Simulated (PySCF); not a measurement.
**S²⁺ (sulfur, charge +2) across methods**

[Ne] 3s1 3p3, high-spin 5S determinant (an excited configuration). Calculation: PySCF 2.14, in def2-TZVPPD (6s6p4d1f, 51 functions); no relativity, point nucleus.

```
   method  E (hartree)  mean ε 2p β (eV)  mean ε 3s α (eV)  mean ε 3p α (eV)  Σ⟨r²⟩ (bohr²)   ⟨S²⟩
      PBE    -396.4336           -182.10           -41.671           -30.191          15.25  6.000
      LDA    -395.2096           -182.06           -41.469           -30.119          15.29  6.000
  wB97X-V    -396.5427           -190.26           -47.100           -34.258          15.31  6.000
      UHF   -396.13494           -206.91           -52.204           -36.404          15.32  6.000
   r2SCAN    -396.6092           -184.71           -42.878           -30.751          15.20  6.000
    TPSSh    -396.6281           -185.29           -43.099           -30.969          15.22  6.000
BHandHLYP    -396.6174           -195.17           -46.821           -33.166          15.23  6.000
     PBE0    -396.4764           -188.63           -44.470           -31.893          15.24  6.000
  LC-wPBE    -396.4956           -188.04           -47.779           -34.943          15.22  6.000
```
